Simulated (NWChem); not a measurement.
## Correlation energy of CF2

SMILES: F[C]F
```xyz
3

F      1.1468     0.0000    -0.1647
C      0.0000     0.0000     0.4940
F     -1.1468     0.0000    -0.1647
```
Charge 0, spin multiplicity 3.

Program: NWChem. All single points use one geometry, from UPBE/def2-SVP, a minimum by its harmonic frequencies.

Basis set: cc-pVTZ. Each correlation energy counts from its own Hartree-Fock reference.

```
method           correlation energy (mHa)
---------------  ------------------------
URI-MP2                            -600.3
UMP2                               -600.3
SCS-UMP2                           -578.2
CCSD on ROHF                       -611.3
CCSD[T] on ROHF                    -633.3
CCSD(T) on ROHF                    -631.4
```

The values span 55.0 mHa, from CCSD[T] on ROHF (lowest) to SCS-UMP2 (highest). 

The correlated methods keep 3 core orbitals frozen. This spin state was chosen for the runs; another may lie lower. The structure started from a generated list of species. The unpaired electrons of the parent sit in orbitals of symmetry a1 and b2 (C2v labels of the run); other states weren't searched. The stability of the SCF solutions was not checked. Open-shell Hartree-Fock references start from PBE0 orbitals. Coupled-cluster values serve here as a point of comparison, not as the truth.
